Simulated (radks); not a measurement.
Ionisation of the cobalt ion Co13+, [Ne] 3s2 3p2, to [Ne] 3s2 3p1 as the strength of local exchange is varied. Method: non-relativistic Kohn-Sham, Slater X-alpha exchange (alpha = 2/3 is LDA exchange), no correlation, spin-polarised, spherical densities, point nucleus; open shells are filled with parallel spins first; computed with a radial shooting solver on a logarithmic mesh with Libxc functionals.

| alpha | E(Co13+) (hartree) | exchange (hartree) | IE (eV) | -e of the level emptied (eV) | <r> of it (bohr) |
|---|---|---|---|---|---|
| 0.578 | -1297.21949 | -37.22028 | 401.58 | 385.07 (3p) | 0.6672 |
| 0.588 | -1297.86355 | -37.87710 | 402.11 | 385.61 (3p) | 0.6668 |
| 0.622 | -1300.05499 | -40.11358 | 403.91 | 387.46 (3p) | 0.6653 |
| 0.667 | -1302.95931 | -43.08140 | 406.31 | 389.91 (3p) | 0.6634 |
| 0.708 | -1305.60934 | -45.79314 | 408.50 | 392.16 (3p) | 0.6617 |
| 0.793 | -1311.11501 | -51.43849 | 413.07 | 396.83 (3p) | 0.6582 |
| 0.975 | -1322.95683 | -63.63260 | 422.93 | 406.92 (3p) | 0.6508 |
| 1.013 | -1325.43845 | -66.19693 | 425.00 | 409.05 (3p) | 0.6492 |

NIST Atomic Spectra Database: 410 +/- 1 eV (semi-empirical). The Delta-SCF value meets it near alpha = 0.74. Open shells are spherical and high-spin; term and fine-structure splittings are not resolved.
